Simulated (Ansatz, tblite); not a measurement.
Removing and adding an electron: Si6O19H14, a hydroxylated oxide cluster. Charge 0, multiplicity 1. Geometry: PBE-D4/def2-SVP. Ansatz, gas phase; energy differences of separate SCF runs; the oxidised species was run as a doublet alone; the reduced species was run as a doublet alone.

```tsv
atom	x (Å)	y (Å)	z (Å)
Si1	1.193	-0.441	-0.369
Si2	-0.781	-0.248	2.074
Si3	-0.698	-0.763	-2.686
Si4	2.178	2.370	0.255
Si5	1.102	-3.290	0.608
Si6	-2.102	1.808	-1.545
O7	-0.657	2.551	-1.111
O8	0.814	2.701	1.191
O9	2.276	0.698	0.098
O10	3.605	2.776	0.990
O11	1.990	3.176	-1.165
O12	-3.179	1.872	-0.297
O13	-2.203	0.610	2.006
O14	-1.101	-1.777	2.638
O15	0.272	0.627	3.054
O16	-0.215	-0.293	0.534
O17	-2.698	2.578	-2.890
O18	-1.846	0.247	-2.042
O19	-1.043	-2.351	-2.439
O20	0.777	-0.377	-1.948
O21	-0.549	-0.512	-4.313
O22	1.844	-1.935	0.014
O23	-0.513	-3.319	0.177
O24	1.112	-3.233	2.299
O25	1.904	-4.649	0.138
H26	-0.471	2.646	-0.142
H27	0.697	2.136	1.992
H28	3.854	3.708	0.862
H29	1.063	3.071	-1.499
H30	-2.911	1.391	0.519
H31	-2.737	0.629	2.820
H32	-0.311	-2.353	2.821
H33	1.092	0.174	3.322
H34	-2.847	3.532	-2.770
H35	-0.961	-2.706	-1.523
H36	-1.058	0.259	-4.618
H37	-1.089	-2.906	0.861
H38	1.724	-3.854	2.733
H39	2.471	-4.554	-0.648
```

The xTB rows come from tblite. Correlated methods freeze 49 core orbitals. Single mean-field runs in def2-TZVP are fitted with def2-universal-jkfit.

```json
{"level": "GFN1-xTB", "−HOMO (eV)": "11.99", "vertical IE (eV)": "14.02", "−LUMO (eV)": "4.13", "vertical EA (eV)": "2.27", "HOMO–LUMO gap (eV)": "7.85", "IE − EA (eV)": "11.75"}
{"level": "GFN2-xTB", "−HOMO (eV)": "11.87", "vertical IE (eV)": "14.03", "−LUMO (eV)": "3.98", "vertical EA (eV)": "1.96", "HOMO–LUMO gap (eV)": "7.89", "IE − EA (eV)": "12.08"}
{"level": "B2PLYP/def2-TZVP", "−HOMO (eV)": "–", "vertical IE (eV)": "11.21", "−LUMO (eV)": "–", "vertical EA (eV)": "-0.43", "HOMO–LUMO gap (eV)": "–", "IE − EA (eV)": "11.63"}
```

Estimate the rows for PBE-D4/def2-TZVP, PBE0-D4/def2-TZVP.


```tsv
level	−HOMO (eV)	vertical IE (eV)	−LUMO (eV)	vertical EA (eV)	HOMO–LUMO gap (eV)	IE − EA (eV)	remarks
PBE-D4/def2-TZVP	7.10	–	1.74	0.15	5.36	–	HOMO above zero (-1 doublet)
PBE0-D4/def2-TZVP	8.87	10.40	0.85	-0.28	8.02	10.67	HOMO above zero (-1 doublet)
```

Run but left out: PBE-D4/def2-TZVP (charge +1 doublet: an occupied level 0.08 eV above an empty one).   A HOMO above zero means that the electron is unbound at that level or that self-interaction error raises the level; the energy of removing that electron tells which. Raw xTB energy differences between charge states are shifted by several eV; the methods need an empirical correction for them. Sets without diffuse functions give affinities that are too small. A negative affinity means that the extra electron isn't bound; its size then hangs on the basis.
